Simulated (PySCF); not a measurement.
C₅H₁₀FNSi.
Z-matrix (Å and degrees, GFN2-xTB geometry), rows numbered from 1:
```
N 
Si  1  1.7160
C   2  1.9149  1  104.75
C   3  1.5369  2  113.68  1   177.80
C   4  1.5408  3  105.67  2    98.50
C   5  1.5002  4  103.68  3    20.42
C   6  1.3215  5  109.63  4   -12.35
F   7  1.3508  3  119.59  2    70.15
H   1  1.0081  2  119.32  3    40.19
H   1  1.0063  2  119.80  3  -178.74
H   2  1.4630  1  106.91  3   116.31
H   2  1.4718  1  117.05  3  -119.70
H   3  1.0919  2  108.42  1    53.01
H   4  1.0919  3  109.76  2  -143.58
H   4  1.0888  3  112.41  2   -23.66
H   5  1.0942  4  111.30  3   -97.76
H   5  1.0913  4  112.21  3   141.70
H   6  1.0742  5  123.25  4   169.08
```

Computed at PBE0/pcSseg-1 (PySCF, non-relativistic), with Q(14N) = 0.02044 b: N1, 14N (I = 1): χzz = -4.498 MHz, η = 0.300.

Problem. Find the zero-field quadrupole resonance frequencies of 14N at N1.

Solution. From ν± = (3/4)|χ|(1 ± η/3) and ν0 = |χ|η/2: ν+ 3.710 MHz, ν− 3.036 MHz, ν0 0.674 MHz (silicon-bound nitrogen).

In a crystal, neighbours and librations shift these lines. Isolated species at its GFN2-xTB geometry (one conformer only). GFN2-xTB bond lengths can be off by several hundredths of an ångström, more for odd bonds, and the gradients follow them. With a basis this small, the couplings can be 20 % off.
